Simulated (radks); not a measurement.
The numbers below are computed, except where a source is named.
Question: These are the eigenvalues of the occupied orbitals of an atom or ion with whole-number occupations (hartree). Level of theory: Dirac Kohn-Sham, LB94 model potential, spin-unpolarised, spherical densities, finite nucleus; Fermi nuclear charge, rms radius of each element as measured or else 0.836 A^(1/3) + 0.57 fm (a radial shooting solver on a logarithmic mesh with Libxc functionals).

| orbital | eigenvalue |
|---|---|
| 1s1/2 | -2189.627 |
| 2s1/2 | -374.8114 |
| 2p1/2 | -357.9202 |
| 2p3/2 | -321.5860 |
| 3s1/2 | -89.14417 |
| 3p1/2 | -81.61460 |
| 3p3/2 | -73.95677 |
| 3d3/2 | -61.01217 |
| 3d5/2 | -59.33266 |
| 4s1/2 | -22.24974 |
| 4p1/2 | -19.22601 |
| 4p3/2 | -17.49739 |
| 4d3/2 | -12.49121 |
| 4d5/2 | -12.17252 |
| 5s1/2 | -7.39366 |
| 5p1/2 | -6.41947 |
| 4f5/2 | -6.03472 |
| 4f7/2 | -5.98084 |

Which element is it, and in what charge state? The configuration may be excited. Open shells, if any, fill j = l - 1/2 first.

Answer: Z = 69, thulium, charge +9: Tm9+ in [Kr] 4d10 4f11 5s2 5p1. The list shows which subshells hold electrons but not how many an open one holds; the 1s level, -2189.6 hartree, gives Z - s = 66.2 by -(Z - s)^2/2, which with screening and relativity narrows Z to a few neighbours, and the depths of the outer levels then fix element, charge and occupations together.
